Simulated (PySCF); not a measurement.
Dipole response of V (vanadium, neutral)

[Ar] 3d3 4s2, high-spin 4F determinant. Calculation: PySCF 2.14, in aug-cc-pwCVTZ-DK (10s9p7d4f3g, 127 functions); the spin-free X2C one-electron Hamiltonian (Gaussian nucleus). Coupled (time-dependent) response in atomic units; α is the mean over directions.

```csv
method,mean α (bohr³),C₆ (like pair),S(−4)
BP86,87.33,926.1,4179
```

S(−4) is the Cauchy moment in α(ω) = α(0) + S(−4) ω² + …

Reference α: 87 ± 10 bohr³ (recommended; Schwerdtfeger and Nagle, table of static dipole polarizabilities (2023 update)). Published C₆: 832.0 (Chu and Dalgarno (2004); Tang, Norbeck and Certain (1976)).

α(iu) at BP86:

```tsv
u (hartree)	α(iu) (bohr³)
0	87.33
0.0500	78.31
0.100	60.95
0.200	34.27
0.300	21.05
0.500	10.57
0.750	6.064
1.00	4.114
1.50	2.385
2.00	1.600
3.00	0.8792
5.00	0.3896
```
